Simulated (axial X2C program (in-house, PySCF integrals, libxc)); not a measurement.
A run on TaTe⁻ without results

A two-component calculation with an in-house all-electron X2C program for linear molecules (integrals from PySCF).

Input and command:
```json
{"zs": [73, 52], "q": -1, "bas": ["dyall-acv3z", "dyall-acv3z"], "r0": 2.54, "levels": ["PBE0", "HF", "PBE50", "TPSSh", "BHandHLYP"], "nst": 2}
```
```bash
python soeom.py task.json out
```

Keys: zs atomic numbers; q charge; bas basis sets; r0 starting distance in Å; levels methods; nst determinants followed.

Outcome:

The PBE0 distance search ended without bracketing a minimum (an unconverged step or the end of its range); this says nothing on whether the molecule is bound.
